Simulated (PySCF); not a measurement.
A structure optimised at PBE0-D3(BJ)/def2-SVP, used in a PySCF frequency run:

```
Si
F 1 1.5961
F 1 1.5995 2 108.53
F 1 1.5995 2 108.53 3 114.51
S 1 2.0943 2 108.02 3 -122.75
H 5 1.3526 1 92.52 2 180.00
```
Charge 0, spin multiplicity 1.

**Question.** Write its SMILES, formula and point group.

**Answer.** F[Si](F)(F)S, F3HSSi, Cs

**Question.** What are its rotational constants (standard atomic weights)?

**Answer.** 3.9462, 2.3467, 2.2995 GHz
